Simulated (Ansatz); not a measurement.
Basis-set extrapolation for C$_{11}$H$_{14}$ (`CC1(C)CCc2ccccc21`) (PBE0-D4/def2-TZVP geometry, frozen core, Ansatz). Multiplicity 1, RHF reference.

```tsv
	def2-TZVPP	def2-QZVPP
HF	-424.864068	-424.882115
MP2 correlation	-1.807556	-1.918996
CCSD(T) correlation	-1.957485	not run
```

Energies in hartree. Use E(X) = E(∞) + A·exp(−7.88·√X) for Hartree–Fock and E(X) = E(∞) + B·X^(−2.97) for correlation, with X = 3 and 4, and add CCSD(T) minus MP2 of the smaller set to the MP2 limit.

Problem. What is the CCSD(T) energy at the basis-set limit?

Solution. HF limit: -424.882115 + (-0.018047) × 0.13774 = -424.88460. MP2 limit: -1.918996 + (-0.111440) × 0.74074 = -2.00154. Higher-order term: -1.957485 − (-1.807556) = -0.14993. Total: -427.03607 hartree, 5.84 eV below CCSD(T)/def2-TZVPP.
